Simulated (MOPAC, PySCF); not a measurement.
Complex: H2S (SMILES S) (first 3 atoms) with GeH4 (SMILES [GeH4]); geometry from B3LYP-D3(BJ)/def2-TZVP.
(charge 0, multiplicity 1):
```xyz
8

S      0.267     1.873     0.690
H     -1.064     1.859     0.865
H      0.246     0.726    -0.007
Ge    -0.172    -0.716     3.526
H     -0.944     0.560     3.887
H      1.331    -0.420     3.453
H     -0.663    -1.248     2.171
H     -0.431    -1.786     4.602
```

Monomers are frozen at their geometry in the pair; levels with a basis set take the counterpoise correction. Rows marked so take none.

Rows in 6-31G* carry no dispersion term and start afresh at each structure (6-31G* with six Cartesian d functions); the Pople sets are all-electron and without relativity. MP2/6-31G* freezes PySCF's default core, which leaves 3d correlated. The state reached by AM1, PM3, PM7 isn't checked; PM7 holds dispersion and hydrogen-bond terms.

Programs: MOPAC for AM1, PM3, PM7 (differences of heats of formation); PySCF for 6-31G* rows. Each number belongs to the level named beside it.

One of these levels gives -0.11 kcal/mol for the interaction energy. Which?
(A) PM3
(B) PM7
(C) AM1
(D) MP2/6-31G* (no counterpoise)

C, AM1. The others give 0.97 (PM3), -1.27 (PM7), -0.43 (MP2/6-31G* (no counterpoise))
